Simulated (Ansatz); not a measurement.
Ansatz (a first-principles code) input (CCSD(T)/6-31G*):

Ansatz 0.2 input:
```yaml
crystal:
  periodic: [false, false, false]
  atoms:
    - {symbol: C, position_ang: [1.61618477, -0.90420617, 0.34992785]}
    - {symbol: Ge, position_ang: [0.04843537, 0.11138841, -0.32604397]}
    - {symbol: C, position_ang: [-1.59926418, -0.98504273, -0.15535899]}
    - {symbol: N, position_ang: [-0.18030344, 1.49484776, 0.90823297]}
    - {symbol: H, position_ang: [1.40030410, -1.24467209, 1.36472279]}
    - {symbol: H, position_ang: [2.50602152, -0.27567345, 0.36644157]}
    - {symbol: H, position_ang: [1.80941179, -1.76726602, -0.28631941]}
    - {symbol: H, position_ang: [-1.54559772, -1.85161113, -0.81353729]}
    - {symbol: H, position_ang: [-1.68841133, -1.32232256, 0.87935129]}
    - {symbol: H, position_ang: [-2.48102599, -0.40104808, -0.41724044]}
    - {symbol: H, position_ang: [-1.00700975, 2.06444805, 0.77987288]}
    - {symbol: H, position_ang: [0.61697599, 2.10527514, 1.03507165]}
basis:
  gaussian:
    orbitals: 6-31G*
magnetization: {spin_polarized: true, initial_magnetization: 1}
correlation: {method: ccsd_t, electrons: outside_noble_gas}
```

End of the output:

```
integrals: 0.19 GiB planned
987 factors; integrals over basis functions are off by at most 6.0e-4 eV
1.25 GiB of device memory are held for the factors and their scratch space
mean field: 0.57 GiB planned
mean field evaluation 1: about -60130.7808 eV, gradient 2.7e1 eV
mean field evaluation 2: about -60130.8098 eV, gradient 2.7e1 eV
mean field evaluation 4: about -60134.4090 eV, gradient 3.0e0 eV
mean field evaluation 8: about -60134.4968 eV, gradient 1.6e-1 eV
mean field evaluation 16: about -60133.5902 eV, gradient 1.3e1 eV
mean field -60134.49762211 eV, -2209.9020269859 hartree, gradient 1.3e-6 eV, S^2 0.756206; 0 other end points of the search recorded, 0 dependent functions left out
17 core orbitals not correlated
reference -60134.49762211 eV, -2209.9020269859 hartree; 13, 12 occupied and 66, 67 virtual orbitals, 987 factors
second order -13.63900090 eV of doubles, -0.00000000 eV of singles
coupled cluster: 1.31 GiB planned
cycle   1  -14.45599155 eV  change   -8.2e-1 eV  update   8.9e-2
cycle   2  -14.89187749 eV  change   -4.4e-1 eV  update   2.8e-2
cycle   3  -14.98252512 eV  change   -9.1e-2 eV  update   1.5e-2
cycle   4  -14.98539697 eV  change   -2.9e-3 eV  update   5.7e-3
cycle   5  -14.98407703 eV  change    1.3e-3 eV  update   3.4e-3
cycle   6  -14.98397999 eV  change    9.7e-5 eV  update   1.4e-3
cycle   7  -14.98406429 eV  change   -8.4e-5 eV  update   4.8e-4
cycle   8  -14.98419140 eV  change   -1.3e-4 eV  update   1.9e-4
cycle   9  -14.98417399 eV  change    1.7e-5 eV  update   7.1e-5
cycle  10  -14.98415874 eV  change    1.5e-5 eV  update   3.1e-5
perturbative correction -0.40298838 eV, -0.0148095497 hartree
Total energy: -60149.88476922 eV, -2210.4674942126 hartree
```

It need not be the lowest isomer of its formula.
